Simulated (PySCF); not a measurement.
C4H5F3N2.
Bonds: F1–C2, C2–F3, C2–F4, C2–C5, C5–N6 (double), N6–N7, N7–C8, C8–C9, C5–C9. Hydrogens: H10 on N7; H11, H12 on C8; H13, H14 on C9.

NICS is the negative of the GIAO shielding at a point without a nucleus: at the ring centre (0) and 1 Å above and below it (1); zz is the component along the ring normal. Level: GIAO PBE0/pcSseg-1 (PySCF, non-relativistic, gas phase) on the GFN2-xTB geometry, one conformer.

Ring bond lengths (Å), with Mayer bond orders in brackets: C5–N6 1.278 (1.77), N6–N7 1.325 (1.17), N7–C8 1.469 (0.89), C8–C9 1.538 (1.05), C9–C5 1.517 (0.95).

**Question.** What do the NICS probes read (ppm)?

**Answer.** 
| ring | type | NICS(0) | NICS(1), two faces | NICS(1)zz, two faces | rms pucker (Å) | centre to ring atoms, mean (Å) |
| --- | --- | --- | --- | --- | --- | --- |
| C5–N6–N7–C8–C9 | 5-membered ring with 2 N; formal bonds 1 double, 4 single | -3.0 | -2.7 / -2.5 | -3.0 / -3.4 | 0.05 | 1.21 |

**Question.** What do they say, and how far can they be read as aromaticity?

**Answer.** 
- C5–N6–N7–C8–C9: mean NICS(1)zz -3.2 ppm, shielded. C8, C9 have four or more neighbours, and the NICS criterion for π rings isn't applied.

**Question.** At the first NICS(1) probe listed for ring C5–N6–N7–C8–C9, 1 Å off the ring, how large is the induced field along the normal in 1 T applied along it?

**Answer.** NICSzz × B0 = -3.0 ppm × 1 T = -3 μT, against the applied field.

**Question.** Give the inner angles of the rings and the Hirshfeld charges of the ring atoms.

**Answer.** 
- C5–N6–N7–C8–C9: C5 113.5° (-0.007 e), N6 110.3° (-0.104 e), N7 112.4° (-0.078 e), C8 102.6° (-0.016 e), C9 100.1° (-0.075 e); sum 538.8° against 540° for a flat convex ring.

**Question.** What are the shieldings of the ring atoms and their hydrogens in the same run (means over atoms taken as equivalent)?

**Answer.** 
```
   atoms                    environment  σ isotropic (ppm)  principal values of the symmetric part, first atom (ppm)
      C5                     C=N carbon               51.3                                        -40.4, 91.4, 103.0
      N6                   C=N nitrogen             -132.9                                     -474.1, -111.0, 186.4
      N7  nitrogen bonded to C, N and H              121.7                                         47.8, 95.5, 221.7
      C8   sp3 carbon bound to nitrogen              137.0                                       103.7, 134.1, 173.2
      C9                ring CH2 carbon              155.1                                       130.2, 159.3, 175.9
     H10                   N–H hydrogen              26.53                                          20.1, 26.5, 33.0
H11 (×2)             methylene hydrogen              27.86                                          23.3, 26.3, 33.5
H13 (×2)             methylene hydrogen              28.70                                          24.0, 28.0, 34.0
```
